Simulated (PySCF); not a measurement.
## Neon: a sound run and one with changed settings

Sound run: Ne⁺ [He] 2s2 2p5, Ne²⁺ [He] 2s2 2p4. Calculation: PySCF 2.14, in pcseg-2; no relativity, point nucleus. In the sound run the correlated levels freeze 1s2. The sound run starts from symmetry-adapted Hartree-Fock orbitals and uses a fine grid where one is needed.

A second run was set up differently.

```tsv
species	method	sound run (hartree)	changed run (hartree)	converged
Ne⁺	MP2	-127.98998	-127.99492	yes
Ne⁺	CCSD(T)	-128.00436	-128.00906	yes
Ne²⁺	MP2	-126.49274	-126.49739	yes
Ne²⁺	CCSD(T)	-126.50846	-126.51291	yes
```

Ionisation energy of Ne⁺:

```
 method  sound run (eV)  changed run (eV)
    UHF          39.330            39.330
    MP2          40.742            40.750
SCS-MP2          40.722            40.725
   CCSD          40.682            40.688
CCSD(T)          40.706            40.712
```

(1) What was changed?
A. all electrons correlated in a valence basis
B. level shift left on
C. minimal basis
D. too few SCF iterations

Answers

(1) A. A valence basis has no tight correlating functions, so it recovers only part of the core correlation, and not evenly between atom and ion.
